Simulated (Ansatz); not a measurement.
The cluster B₂Cl₂, relaxed as a singlet with RKS r2SCAN-D4/def2-TZVP in Ansatz, starting from the GFN2-xTB geometry. Force threshold 0.02 eV/Å.

The restricted singlet is unstable towards broken spin symmetry at other levels; at r2SCAN-D4/def2-TZVP this wasn't settled. At r2SCAN-D4/def2-TZVP a triplet of charge 0 lies 1.04 eV below the restricted singlet, each at its own geometry. The structure comes from a short search, and lower isomers may exist.

Start:

```xyz
4

B     0.4467    0.5012   -0.2916
B    -0.4337   -0.5140    0.2896
Cl    1.4399    1.6764   -0.9441
Cl   -1.4529   -1.6636    0.9461
```

Problem. Estimate the energy that the relaxation releases and the steps that it takes.

Solution. 0.04 eV, in 4 steps; 18 s on 2 threads of AMD EPYC 9R45 on a shared host. No frequencies were taken in this run, so the end may be a saddle point.

Problem. Does the start keep its bonding and symmetry?

Solution. By distances, no bond broke or formed. The bond that changes most is B1–B2, from 1.46 to 1.51 Å (atoms count from 1). Point group D∞h at the start, D∞h at the end, both within 0.05 Å.

Problem. Predict the relaxed structure.

Solution. 
```xyz
4

B     0.449    0.528   -0.297
B    -0.447   -0.527    0.300
Cl    1.466    1.690   -0.959
Cl   -1.468   -1.690    0.956
```
Bond lengths: 2 × B–Cl 1.68 Å; 1 × B–B 1.51 Å.
